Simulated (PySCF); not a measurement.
C3H6BBr. Atoms are numbered in the order given.

```xyz
11

B      0.3025    -0.5541     0.0000
Br    -0.2046     1.3132     0.0000
C      1.8314    -0.8799     0.0000
H      2.0648    -1.9541     0.0000
H      2.3124    -0.4179     0.8783
H      2.3124    -0.4179    -0.8783
C     -0.8569    -1.5814     0.0000
C     -0.6476    -2.9084     0.0000
H     -1.8931    -1.2233     0.0000
H     -1.4707    -3.6312     0.0000
H      0.3627    -3.3310     0.0000
```

Coordinates come from a PBE0-D3(BJ)/def2-SVP optimisation. Other conformers were not sampled.

Method: TDA-PBE/def2-SVPD in PySCF.

Vertical excitations. Isolated molecule, no solvent. State labels are in the subgroup Cs.

Computed lowest excited states:
```tsv
state	symmetry	energy (eV)	λ (nm)	f	main pairs
S1	A"	3.80	327	0.000	HOMO→LUMO 100 %
S2	A'	5.06	245	0.214	HOMO−1→LUMO 63 %, HOMO−2→LUMO 32 %
S3	A"	5.39	230	0.001	HOMO−3→LUMO 94 %
S4	A"	5.55	223	0.000	HOMO−4→LUMO 94 %
S5	A'	6.04	205	0.316	HOMO−2→LUMO 54 %, HOMO−1→LUMO 26 %, HOMO−1→LUMO+2 14 %
S6	A'	6.50	191	0.042	HOMO→LUMO+1 99 %
S7	A"	6.66	186	0.001	HOMO−5→LUMO 71 %, HOMO→LUMO+2 28 %
S8	A"	6.73	184	0.000	HOMO→LUMO+2 71 %, HOMO−5→LUMO 28 %
S9	A"	6.92	179	0.001	HOMO−1→LUMO+1 100 %
S10	A'	7.09	175	0.025	HOMO→LUMO+3 96 %
T1	A'	3.60	344	0	HOMO−1→LUMO 86 %
T2	A"	3.63	342	0	HOMO→LUMO 100 %
T3	A'	4.41	281	0	HOMO−2→LUMO 87 %
T4	A"	5.00	248	0	HOMO−3→LUMO 99 %
```
Triplets are in the Tamm–Dancoff approximation.
